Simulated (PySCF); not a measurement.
C2H7S, SMILES C[SH+]C, charge +1.

Geometry optimised at B3LYP-D3(BJ)/def2-SVP. The isomer is the one that the SMILES or the coordinates give; other isomers of the formula were not compared.

Computed with SMD-ωB97X/def2-SVP (PySCF).

Solvation free energies are E(SMD) − E(gas) at the gas-phase geometry, for 1 M in both phases.

Task: Rank water, n-hexane, acetonitrile by solvation free energy, most negative first.

Result: acetonitrile (-61.4 kcal/mol), water (-59.0 kcal/mol), n-hexane (-30.3 kcal/mol)
